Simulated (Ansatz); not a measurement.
`B[SiH]([SiH3])[SiH3]` + H₂O → `O[SiH]([SiH3])[SiH3]` + BH₃  (formal hydrolysis of the Si–B bond)

Calculated with Ansatz (gas phase, PBE0-D4/def2-TZVP geometries, no zero-point term in ΔE). CCSD(T)/CBS adds triple-zeta CCSD(T) − MP2 to the extrapolated MP2 energy (def2 sets, frozen cores). This one scheme is used for every species. DFT in def2-TZVPP. Each species was taken in one conformer, which may not be the lowest.

```csv
level,ΔE (kJ/mol)
BHLYP-D4,-82.1
CAM-B3LYP,-83.9
```

Problem. What does CCSD(T)/CBS give? (An estimate is asked.)

Solution. Ansatz gave: -67.5 kJ/mol. The listed levels differ from it by -14.6, -16.4 kJ/mol.

Largest T1 diagnostic among the species: 0.015.

In def2-TZVPP, CCSD(T) changes the Hartree–Fock value by +31.8 kJ/mol (the triples alone add +4.2 kJ/mol) and MP2 by +27.2 kJ/mol. Leaving LDA and LC-ωPBE aside and taking each functional with its dispersion term where it has one, the values, not all of them listed here, spread over 32.5 kJ/mol, from BHLYP-D4 to PBE-D4. From BLYP to BHLYP (50 % exact exchange), in def2-TZVPP and without D4, ΔE moves by −12.4 kJ/mol.

CCSD(T)/CBS has its own doubt, a few kJ/mol and more with outer-core shells, so smaller differences from it don't rank the levels.
